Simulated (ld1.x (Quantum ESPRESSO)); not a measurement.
# Ranking TM potentials for Si

All share these settings but for the change named:

Si (Z = 14), norm-conserving Troullier–Martins (Kleinman–Bylander form), made with ld1.x (Quantum ESPRESSO) 7.5 (LDA (PZ), fully relativistic). Core [Ne], reference 3s1.5 3p2.5. Waves: 3p (bound): rc 1.55 bohr; 3s (bound): rc 1.40 bohr. Local part: the s channel. Core correction: a·sin(br)/r model core inside 1.30 bohr.

Open shells are filled in proportion to 2j + 1 (rel_dist='average').

Test errors are all-electron minus pseudo excitation energies from the reference, over 3s2 3p2; 3s2 3p1; 3s2 3p0; 3s2 3p1.5; 3s1 3p0; 3s2 3p2.3; 3s0 3p4. None of these files shows a bound ghost.

The base gives 67.0 meV.

Of 8 variants that were run, those that failed, showed a ghost or another fault, or gave nearly equal values are left out.

A variant can come out equal or close to the base, since the largest error may sit in a test that the change hardly touches while other tests move.

Q: Rank these variants by their largest absolute test error, smallest first.
A. wave 3s (bound): rc 1.40 bohr becomes 3s (bound): rc 1.26 bohr
B. wave 3s (bound): rc 1.40 bohr becomes 3s (bound): rc 1.06 bohr
C. wave 3s (bound): rc 1.40 bohr becomes 3s (bound): rc 1.90 bohr

A: C (65.0 meV), A (79.4 meV), B (191.2 meV).
